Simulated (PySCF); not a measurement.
# Mo (molybdenum, neutral) across methods

[Kr] 4d5 5s1, high-spin 7S determinant. Computed with PySCF 2.14 in x2c-TZVPPall (8s6p6d2f1g, 79 functions), with scalar relativity by spin-free X2C-1e. The B2PLYP total includes its PT2 part (frozen core); its orbital energies are those of the SCF part.

| method | E (hartree) | mean ε 4p β (eV) | mean ε 5s α (eV) | mean ε 4d α (eV) | Σ⟨r²⟩ (bohr²) | ⟨S²⟩ |
| --- | --- | --- | --- | --- | --- | --- |
| LDA | -4043.61 | -36.428 | -4.829 | -4.682 | 55.25 | 12.000 |
| B2PLYP | -4047.80 | -40.363 | -5.535 | -6.959 | 55.17 | 12.001 |
| LC-wPBE | -4047.94 | -40.850 | -6.923 | -8.438 | 54.50 | 12.002 |
| r2SCAN | -4048.37 | -36.637 | -4.877 | -4.833 | 54.55 | 12.002 |
| PBE | -4047.97 | -36.086 | -4.606 | -4.579 | 55.27 | 12.001 |
| UHF | -4046.19302 | -43.666 | -6.491 | -9.364 | 55.38 | 12.004 |
| wB97X | -4048.41 | -40.631 | -6.449 | -7.900 | 55.12 | 12.001 |
| PBE0 | -4048.04 | -38.240 | -5.157 | -5.869 | 54.83 | 12.001 |
